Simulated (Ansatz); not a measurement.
`[F][In]1[CH2][SiH2][NH]1`, relaxed with RKS PBE0-D4/def2-TZVP in Ansatz 0.2.0 from a GFN2-xTB geometry. The force threshold is 0.005 eV/Å; the program also tests the step.

Total charge 0; spin multiplicity 1. In: def2 effective core potential.

Start:

```xyz
10

F    -0.124   -1.893   -3.206
In   -0.333   -0.920   -1.453
C    -1.272    0.112    0.342
Si    0.497    0.592    0.911
N     1.346   -0.157   -0.358
H    -1.924    0.914    0.019
H    -1.810   -0.605    0.949
H     0.564    2.059    0.955
H     0.704    0.022    2.248
H     2.353   -0.123   -0.407
```

| step | energy (eV) | largest force (eV/Å) | largest move (Å) |
| --- | --- | --- | --- |
| 1 | -18371.6702 | 1.327 | 0.000 |
| 2 | -18371.8628 | 0.732 | 0.186 |
| 3 | -18371.8993 | 0.259 | 0.036 |
| 4 (rejected) | -18371.8958 | 0.240 | 0.062 |
| 5 | -18371.9069 | 0.056 | 0.030 |
| 6 | -18371.9075 | 0.038 | 0.012 |
| 7 | -18371.9076 | 0.014 | 0.012 |
| 8 | -18371.9077 | 0.004 | 0.006 |

End:

```xyz
10

F    -0.206   -1.863   -3.055
In   -0.264   -0.865   -1.397
C    -1.261    0.082    0.274
Si    0.454    0.580    0.905
N     1.366   -0.137   -0.369
H    -1.924    0.890   -0.036
H    -1.820   -0.628    0.884
H     0.576    2.064    1.012
H     0.713    0.017    2.262
H     2.367   -0.140   -0.480
```

Hardware: 4 threads of an Arm Neoverse V2 on a shared host. Wall time 36 s, peak host memory 0.62 GiB.
